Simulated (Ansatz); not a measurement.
Job for Ansatz (a program for electronic structure): R-HF/def2-TZVPP on BeFH (SMILES [BeH][F]), atoms moved off the minimum.

Ansatz 0.2 input:
```yaml
crystal:
  periodic: [false, false, false]
  atoms:
    - {symbol: Be, position_ang: [0.00992030, 0.06318324, -0.73745174]}
    - {symbol: H, position_ang: [0.07700449, -0.08653830, -2.14080153]}
    - {symbol: F, position_ang: [0.01491795, -0.02361999, 0.54757917]}
basis:
  gaussian:
    orbitals: def2-TZVPP
hamiltonian:
  xc: {name: HF}
scf: {lower_state_search: off}
output: {forces: true}
```

Program output:

```
WARN ansatz: RAYON_NUM_THREADS=1 ignored (pool sized by the plan → 1); use --threads N
Functional definition: HF
these checks for a lower state are left out or cut short: stability, starts, cluster_reference, orbital_swaps, neighbouring_geometries, increment
integrals: 0.01 GiB planned
416 factors; their error is unknown
mean field: 0.07 GiB planned
mean field evaluation 1: about -3121.1091 eV, gradient 3.0e1 eV
mean field evaluation 2: about -3122.3626 eV, gradient 2.1e1 eV
mean field evaluation 4: about -3122.9158 eV, gradient 2.5e-1 eV
mean field evaluation 8: about -3122.9710 eV, gradient 6.8e-5 eV
mean field -3122.97101934 eV, -114.7670681348 hartree, gradient 9.9e-7 eV, S^2 0.000000; 0 other end points of the search recorded, 0 dependent functions left out
the calculation of the forces begins
reference -3122.97101934 eV, -114.7670681348 hartree; 7, 7 occupied and 57, 57 virtual orbitals, 416 factors
Total energy: -3122.97101934 eV, -114.7670681348 hartree
Atom 0 at     0.009920     0.063183    -0.737452 Å, force     0.160722    -0.292618    -4.576118 eV/Å
Atom 1 at     0.077004    -0.086538    -2.140802 Å, force    -0.111230     0.313871     1.121463 eV/Å
Atom 2 at     0.014918    -0.023620     0.547579 Å, force    -0.049491    -0.021253     3.454655 eV/Å
Dipole moment:    -0.030453     0.106833    -0.076858 e Å
Checks for a lower state left out: stability, starts, cluster_reference, orbital_swaps, neighbouring_geometries, increment
```

The calculation finished and met its thresholds.

Cost: very roughly 0.4 core-seconds.
